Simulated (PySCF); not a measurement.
Predicted microwave data (PBE0/pcSseg-1 in PySCF (dipole) on a GFN2-xTB geometry, gas phase) for one isomer of C6H9N:

| Quantity | Value |
| --- | --- |
| Rotational constants | A = 9250, B = 1013, C = 987.7 MHz |
| Dipole components | \|μa\| = 1.08 D, \|μb\| = 1.20 D, \|μc\| = 1.00 D |
| Inertial defect | -41.82 u·Å² |
| κ | -0.99 |

**Question.** Which candidate fits, each taken in the one conformer that was computed?
A. `[CH3:1][CH2:2][c:3]1[cH:4][cH:5][cH:6][nH:7]1` with C1–C2–C3–C4 -94°
B. `[CH2:1]=[C:2]=[CH:3][CH2:4]/[CH:5]=[N:6]\[CH3:7]` with C2–C3–C4–C5 118°, C3–C4–C5–N6 179°
C. `[CH2:1]=[CH:2][CH:3]([CH:4]=[CH2:5])[N:6]=[CH2:7]` with C1–C2–C3–C4 108°, C2–C3–C4–C5 107°, C2–C3–N6–C7 -123°
D. `[CH2:1]=[C:2]([CH3:3])[C@H:4]([CH3:5])[C:6]#[N:7]` with C1–C2–C4–C5 -114°
E. `[CH2:1]=[C:2]([C:3]#[N:4])[CH:5]([CH3:6])[CH3:7]` with C1–C2–C5–C6 -119°

**Answer.** B. It is C=C=CC/C=N\C, a near-prolate asymmetric top, point group C1. The candidates at the same level (rigid rotor, commonest isotopes):

```json
{"SMILES": "C=C=CC/C=N\\C", "A (MHz)": "9250", "B (MHz)": "1013", "C (MHz)": "987.7", "μa (D)": "1.08", "μb (D)": "1.20", "μc (D)": "1.00", "Δ (u·Å²)": "-41.82", "point group": "C1", "rotor": "near-prolate asymmetric top"}
{"SMILES": "C=CC(C=C)N=C", "A (MHz)": "3141", "B (MHz)": "2372", "C (MHz)": "1497", "μa (D)": "0.22", "μb (D)": "0.67", "μc (D)": "1.23", "Δ (u·Å²)": "-36.41", "point group": "C1", "rotor": "asymmetric top"}
{"SMILES": "C=C(C)[C@H](C)C#N", "A (MHz)": "3587", "B (MHz)": "2037", "C (MHz)": "1792", "μa (D)": "2.99", "μb (D)": "2.38", "μc (D)": "0.20", "Δ (u·Å²)": "-106.90", "point group": "C1", "rotor": "asymmetric top"}
{"SMILES": "C=C(C#N)C(C)C", "A (MHz)": "3250", "B (MHz)": "2233", "C (MHz)": "1846", "μa (D)": "2.72", "μb (D)": "2.84", "μc (D)": "0.00", "Δ (u·Å²)": "-108.04", "point group": "Cs", "rotor": "asymmetric top"}
{"SMILES": "CCc1ccc[nH]1", "A (MHz)": "6559", "B (MHz)": "1909", "C (MHz)": "1660", "μa (D)": "1.07", "μb (D)": "1.66", "μc (D)": "0.25", "Δ (u·Å²)": "-37.28", "point group": "C1", "rotor": "asymmetric top"}
```

`C=C(C#N)C(C)C` has B 120 % too high; `C=C(C)[C@H](C)C#N` has B 101 % too high; `C=CC(C=C)N=C` has B 134 % too high; `CCc1ccc[nH]1` has B 88 % too high. No structure here is proved a minimum.
